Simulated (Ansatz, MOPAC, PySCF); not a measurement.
Species: BaCl, net charge 0, doublet state. SMILES: [Cl][Ba]
Geometry from a B3LYP-D3(BJ)/def2-TZVP (Ansatz, an electronic-structure program) optimisation:
```xyz
2

Ba     0.0000     0.0000    -0.6289
Cl     0.0000     0.0000     2.0715
```
Charge 0, spin multiplicity 2.

Property: size of the dipole moment, in D. Terms: def2 sets with scalar-relativistic core potentials past Kr; no spin-orbit coupling; UHF or UKS for open shells; LANL2DZ with its own core potentials from Na on; 6-31G* and kin with 6d, 5d where marked. First-principles rows: single points at B3LYP-D3(BJ) geometries (Ansatz). Semi-empirical rows: dipoles at the shared geometry. The spin state of an ion or metal species was assumed, not searched.

```
level                              program  size of the dipole moment (D)
---------------------------------  -------  -----------------------------
PM6                                  MOPAC                           2.59
PBE/def2-SVP                        Ansatz                           4.55
BLYP/6-31G* with LANL2DZ past Ar    Ansatz                           5.99
BP86/def2-SVP                        PySCF                           4.79
B3LYP/def2-SVP                      Ansatz                           4.85
B3LYP/6-31G* with LANL2DZ past Ar   Ansatz                           6.16
```

No value to compare with is used here. The 6 habitual levels span 2.59 (PM6) to 6.16 D (B3LYP/6-31G* with LANL2DZ past Ar).

The levels are drawn from those run, B3LYP/6-31G* more often than the rest, none by its result; runs whose electronic state is in doubt are left out.
